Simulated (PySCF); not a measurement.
Gas-phase reaction: Ge₂O₂ + 2 GeH₄ = GeO₂ + Ge₃H₈

Method: PySCF energies plus ideal-gas RRHO corrections (1 bar). † marks an energy on the PBE0/def2-TZVP geometry and frequencies; other levels use their own. All species are closed-shell singlets. B3LYP is the form with VWN-RPA correlation. Ge: all electrons, no relativistic terms. Ge₂O₂, GeO₂: computed as isolated molecules; such fragments, hydroxides, amides, oligomers or adducts are transient or little studied in the gas. The harmonic model lacks anharmonicity and excited electronic states, which grow with temperature; levels with a mode under 35 cm⁻¹ are left out. Internal rotation in Ge₃H₈ is treated as a harmonic vibration of one conformer, which makes the entropy rough.

| level | ΔE electronic, kJ | ΔH°(298 K), kJ | ΔS°(298 K), J/K | ΔG°(800 K), kJ |
|---|---|---|---|---|
| B3LYP/def2-TZVP† | 251 | 256 | -101 | 331 |
| M06-2X/def2-TZVP† | 276 | 281 | -101 | 356 |
| PBE0/def2-QZVP† | 223 | 228 | -101 | 303 |
| PBE0/def2-SVP† | 229 | 234 | -101 | 309 |
| PBE0/def2-TZVP | 221 | 226 | -101 | 301 |
ΔH° is lowest at PBE0/def2-TZVP and highest at M06-2X/def2-TZVP†. No reference value is set beside these.
